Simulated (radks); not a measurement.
Problem. All-electron atom: the tin ion Sn16+ in [Ar] 3d10 4s2 4p4 (the NIST ground configuration). All-electron calculation, Dirac Kohn-Sham, PBE, spin-unpolarised, spherical densities, finite nucleus; open shells fill j = l - 1/2 first; Fermi nuclear charge, rms radius 4.6519 fm. Program: a radial shooting solver on a logarithmic mesh with Libxc functionals.

Spin-orbit splittings of the eigenvalues, e(l+1/2) - e(l-1/2), with zeta = 2 splitting/(2l+1) and mean radii in bohr:

shell  occ.  splitting (eV)  zeta (eV)  <r> j=l-1/2  <r> j=l+1/2
2p        6               ?          ?       0.1057       0.1111
3p        6           42.94      28.63       0.3270       0.3378
3d       10           8.973      3.589       0.3078       0.3112
4p        4           10.48      6.985       0.7596       0.7775

Estimate the 2p splitting.

Solution. 230.9 eV (zeta = 153.9 eV).
